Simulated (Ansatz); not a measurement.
Reaction (ligand exchange at a B–S bond): `BSBC` + `CCN[SiH3]` → `BN([SiH3])CC` + `CBS`

Calculated with Ansatz (gas phase, PBE0-D4/def2-TZVP geometries, no zero-point term in ΔE). CCSD(T)/CBS adds triple-zeta CCSD(T) − MP2 to the extrapolated MP2 energy (def2 sets, frozen cores). Functionals use def2-TZVPP. B3LYP here is the variant with VWN-RPA as its local correlation; programs differ in this. Each species was taken in one conformer, which may not be the lowest.

CCSD(T)/CBS gives -74.6 kJ/mol.

(1) Another level gave -75.4 kJ/mol. Which?
A. LDA (SPW92)/def2-TZVPP
B. HF/def2-TZVPP
C. B3LYP/def2-TZVPP
D. CAM-B3LYP/def2-TZVPP

Largest T1 diagnostic among the species: 0.013.

Answers

(1) D. CAM-B3LYP -75.4, B3LYP -71.2, HF/def2-TZVPP -63.6, LDA (SPW92) -83.8 kJ/mol.

Leaving LDA and LC-ωPBE aside and taking each functional with its dispersion term where it has one, the values, not all of them listed here, spread over 8.2 kJ/mol, from BLYP-D4 to B97M-V. LDA lies −13.3 kJ/mol from PBE without D4. At CCSD(T), def2-SVP lies −14.4 kJ/mol from the extrapolated value and def2-TZVPP −3.3 kJ/mol. In def2-TZVPP, CCSD(T) changes the Hartree–Fock value by −14.3 kJ/mol (the triples alone add −1.8 kJ/mol) and MP2 by −12.5 kJ/mol.
